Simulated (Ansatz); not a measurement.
One change: `FC1(F)C=C1` becomes `FC1([SiH3])C=C1`.

Ansatz, PBE0-D4/def2-TZVP geometries, multiplicity 1. 

```csv
property,`FC1(F)C=C1`
HOMO–LUMO gap (PBE/def2-TZVPP) / eV,5.21
size of the dipole moment (ωB97M-V/def2-TZVPP) / D,2.93
size of the dipole moment (B3LYP/def2-TZVPP) / D,2.91
HOMO–LUMO gap (PBE0/def2-TZVPP) / eV,7.87
HOMO energy (ωB97M-V/def2-TZVPP) / eV,-10.94
HOMO energy (B3LYP/def2-TZVPP) / eV,-8.41
```

Q: What does the change do to each property? (Estimate.)

A: The calculation gave: 
```
                                          property  `FC1([SiH3])C=C1`  shift
               HOMO–LUMO gap (PBE/def2-TZVPP) / eV               5.21   0.00
size of the dipole moment (ωB97M-V/def2-TZVPP) / D               2.28  -0.65
  size of the dipole moment (B3LYP/def2-TZVPP) / D               2.26  -0.65
              HOMO–LUMO gap (PBE0/def2-TZVPP) / eV               7.47  -0.40
             HOMO energy (ωB97M-V/def2-TZVPP) / eV             -10.27   0.67
               HOMO energy (B3LYP/def2-TZVPP) / eV              -7.86   0.55
```

With PBE0 the HOMO rises by 0.55 eV and the LUMO rises by 0.15 eV, so the gap narrows by about 0.40 eV. PBE moves the HOMO by 0.17 eV and ωB97M-V by 0.67 eV. Dipoles are sizes alone; their direction can turn.

B3LYP here is the variant with VWN-RPA as its local correlation; programs differ in this.
